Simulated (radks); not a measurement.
Question: Ru II, configuration [Kr] 4d6 5p1 (not the ground configuration). Method: scalar-relativistic Kohn-Sham, BLYP, spin-polarised, spherical densities, point nucleus; open shells are filled with parallel spins first (spin-orbit coupling, left out, can overturn this in heavy ions); computed with a radial shooting solver on a logarithmic mesh with Libxc functionals. Some entries of the table are withheld. Estimate them.

orbital  occ.  eigenvalue (eV)  <r> (bohr)  <r^2> (bohr^2)
1s up       1        -21953.75     0.03344        0.001509
1s down     1        -21953.74     0.03344        0.001509
2s up       1        -3167.274      0.1457         0.02501
2s down     1        -3166.693      0.1457         0.02501
2p up       3        -2838.182      0.1270         0.01969
2p down     3        -2837.736      0.1269         0.01968
3s up       1        -567.6252      0.4028          0.1858
3s down     1        -567.3083      0.4028          0.1857
3p up       3        -459.5568      0.4032          0.1890
3p down     3        -459.1984      0.4031          0.1889
3d up       5        -285.6454      0.3843          0.1769
3d down     5        -285.1020      0.3841          0.1767
4s up       1         -89.6390       1.016           1.170
4s down     1         -86.9597       1.013           1.164
4p up       3         -59.5806       1.121           1.440
4p down     3         -56.7716       1.120           1.438
4d up       5         -17.4472         (1)             (2)
4d down     1         -14.7730         (3)             (4)
5s up       0              (5)       2.862           9.269
5s down     0              (6)       2.952           9.876
5p up       1          -8.0331       3.588           14.65
5p down     0          -7.0075       3.753           16.07

Answer: 
(1) 4d up <r> (bohr): 1.546
(2) 4d up <r^2> (bohr^2): 2.875
(3) 4d down <r> (bohr): 1.587
(4) 4d down <r^2> (bohr^2): 3.062
(5) 5s up eigenvalue (eV): -13.1228
(6) 5s down eigenvalue (eV): -11.7418
